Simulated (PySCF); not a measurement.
Where the electron goes

Compound: C5H9FOS.
Z-matrix (Å and degrees, GFN2-xTB geometry), rows numbered from 1:
```
C 
S   1  1.8494
O   2  1.4625  1  106.16
C   2  1.8687  1   94.41  3   107.09
C   4  1.5007  2  108.15  1  -178.38
C   5  1.5078  4  119.98  2  -154.32
C   6  1.4937  5   59.88  4   108.14
F   7  1.3662  5  117.81  6   107.56
H   1  1.0835  2  108.42  3  -171.20
H   1  1.0849  2  107.50  3    69.88
H   1  1.0841  2  109.86  3   -49.35
H   4  1.0873  2  107.33  1    61.39
H   4  1.0889  2  107.83  1   -58.12
H   5  1.0831  4  113.49  2    58.59
H   6  1.0782  5  119.42  7   107.90
H   6  1.0793  5  117.20  7  -106.79
H   7  1.0820  5  121.81  6  -111.14
```

Computed with TDDFT CAM-B3LYP/def2-SVPD, vertical, gas phase, core orbitals frozen in the response (PySCF 2.14.0, density-fitted response routines).

Frontier orbitals with the atoms that hold most of them (Löwdin shares over 4%, at most four atoms; ? is withheld):

```csv
orbital,ε (eV),atoms
HOMO-3,-10.50,"C6 24%, C5 23%, O3 13%, C7 11%"
HOMO-2,-9.89,"C7 29%, F8 21%, C5 17%, C6 17%"
HOMO-1,-9.12,?
HOMO,-8.09,?
LUMO,1.18,"S2 39%, C1 15%, H9 10%, H10 8%"
LUMO+1,1.31,"S2 24%, C6 17%, H15 9%, H13 8%"
LUMO+2,1.42,"S2 49%, H17 10%, C7 8%, O3 6%"
```

Q: Which atoms hold the HOMO, and with what shares?

A: O3 (bonded to S) 49%; S2 (bonded to 2 C and O) 31%; C4 (bonded to C, S and 2 H) 9%; C1 (bonded to S and 3 H) 6%. By element: oxygen 49%, sulfur 31%, carbon 15% or more.

Q: Give the leading atoms of the HOMO-1.

A: O3 (bonded to S) 52%; S2 (bonded to 2 C and O) 13%; C1 (bonded to S and 3 H) 12%; C4 (bonded to C, S and 2 H) 9%. By element: oxygen 52%, carbon 20% or more, sulfur 13%.

Q: The HOMO–LUMO gap is 9.27 eV. Where does the response calculation put the lowest singlet, and from which orbitals?

A: S1 is at 6.00 eV (f = 0.071), 3.27 eV below the gap, made of HOMO→LUMO (40%), HOMO→LUMO+1 (23%), HOMO→LUMO+7 (14%). Without the coupling terms of the response equations the lowest excitation would equal the gap.

Next come S2 at 6.08 eV (f 0.016), HOMO→LUMO+2 (45%), HOMO→LUMO+4 (26%); S3 at 6.68 eV (f 0.0050), HOMO→LUMO (47%), HOMO→LUMO+1 (17%), HOMO→LUMO+4 (13%); S4 at 7.02 eV (f 0.081), HOMO→LUMO+3 (50%), HOMO→LUMO+1 (17%); S5 at 7.07 eV (f 0.0049), HOMO-1→LUMO+2 (42%), HOMO-1→LUMO+3 (16%), HOMO-1→LUMO+4 (11%).

One conformer stands for the species.
